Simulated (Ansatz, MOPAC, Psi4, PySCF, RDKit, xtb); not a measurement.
Two geometries of SMILES C=CC1CCCCC1, relaxed at B3LYP-D3(BJ)/def2-SVP with one dihedral held; other torsions can differ between them too.

Structure A

```
22

C      3.0314     0.3261     1.2973
C      2.1504    -0.0412     0.3628
C      0.6528     0.1370     0.3969
C      0.0862     0.4777     1.7821
C     -1.4379     0.6344     1.7584
C     -2.1263    -0.6080     1.1857
C     -1.5768    -0.9509    -0.2022
C     -0.0541    -1.1082    -0.1772
H      4.1038     0.1687     1.1544
H      2.7271     0.7884     2.2400
H      2.5329    -0.4955    -0.5610
H      0.4127     0.9804    -0.2832
H      0.5503     1.4007     2.1660
H      0.3654    -0.3285     2.4844
H     -1.7025     1.5118     1.1400
H     -1.8107     0.8476     2.7740
H     -1.9537    -1.4632     1.8648
H     -3.2180    -0.4589     1.1424
H     -1.8455    -0.1433    -0.9078
H     -2.0474    -1.8705    -0.5878
H      0.3268    -1.3173    -1.1913
H      0.2167    -1.9824     0.4430
```

Structure B

```
22

C      3.0144     0.3512     1.2717
C      2.1516    -0.0251     0.3234
C      0.6455     0.1098     0.3977
C      0.1994     1.5734     0.1866
C     -1.3251     1.7185     0.2178
C     -1.9163     1.1536     1.5134
C     -1.4787    -0.2976     1.7370
C      0.0466    -0.4359     1.7081
H      4.0941     0.2526     1.1299
H      2.6830     0.7676     2.2284
H      2.5547    -0.4255    -0.6149
H      0.2145    -0.4835    -0.4291
H      0.6061     1.9552    -0.7645
H      0.6495     2.1899     0.9850
H     -1.7584     1.1788    -0.6443
H     -1.6075     2.7774     0.0948
H     -1.5732     1.7694     2.3653
H     -3.0165     1.2266     1.4989
H     -1.9153    -0.9340     0.9452
H     -1.8761    -0.6763     2.6935
H      0.3457    -1.4881     1.8430
H      0.4762     0.1206     2.5598
```

Problem. Which is lower in energy at the level CCSD(T) on RHF/cc-pVDZ, frozen core // B3LYP-D3(BJ)/def2-SVP in Ansatz (a first-principles code), and by how much?

Solution. A is lower, by 1.02 kcal/mol (dihedral C1–C2–C3–C4: -15° in A, 75° in B).

E(B) − E(A) in kcal/mol at the other levels, on the same two geometries: MMFF94 // B3LYP-D3(BJ)/def2-SVP (RDKit) 0.86; B3LYP/def2-TZVP // B3LYP-D3(BJ)/def2-SVP (Psi4) 1.41; B3LYP-D3(BJ)/def2-TZVP // B3LYP-D3(BJ)/def2-SVP (Psi4) 1.28; PBE/def2-TZVP // B3LYP-D3(BJ)/def2-SVP (Psi4) 1.44; PBE-D3(BJ)/def2-TZVP // B3LYP-D3(BJ)/def2-SVP (Psi4) 1.36; M06-2X/def2-TZVP // B3LYP-D3(BJ)/def2-SVP (Psi4) 1.45; RHF/cc-pVDZ // B3LYP-D3(BJ)/def2-SVP (Ansatz) 1.45; MP2 on RHF/cc-pVDZ, frozen core // B3LYP-D3(BJ)/def2-SVP (Ansatz) 0.99; CCSD on RHF/cc-pVDZ, frozen core // B3LYP-D3(BJ)/def2-SVP (Ansatz) 1.11; RHF/cc-pVTZ // B3LYP-D3(BJ)/def2-SVP (Ansatz) 1.55; MP2 on RHF/cc-pVTZ, frozen core // B3LYP-D3(BJ)/def2-SVP (Ansatz) 1.15; UFF // B3LYP-D3(BJ)/def2-SVP (RDKit) -3.02; PM3, restricted, heats of formation // B3LYP-D3(BJ)/def2-SVP (MOPAC) 0.43; AM1, restricted, heats of formation // B3LYP-D3(BJ)/def2-SVP (MOPAC) 0.92; GFN1-xTB // B3LYP-D3(BJ)/def2-SVP (xtb) -0.01; restricted B3LYP/6-31G*, spherical d, density fitting // B3LYP-D3(BJ)/def2-SVP (PySCF) 1.30; restricted B3LYP/LANL2DZ, density fitting // B3LYP-D3(BJ)/def2-SVP (PySCF) 1.42; restricted MP2 (frozen core)/6-31G*, spherical d // B3LYP-D3(BJ)/def2-SVP (PySCF) 0.89; restricted LDA (SVWN5)/6-31G*, spherical d, density fitting // B3LYP-D3(BJ)/def2-SVP (PySCF) 1.87.
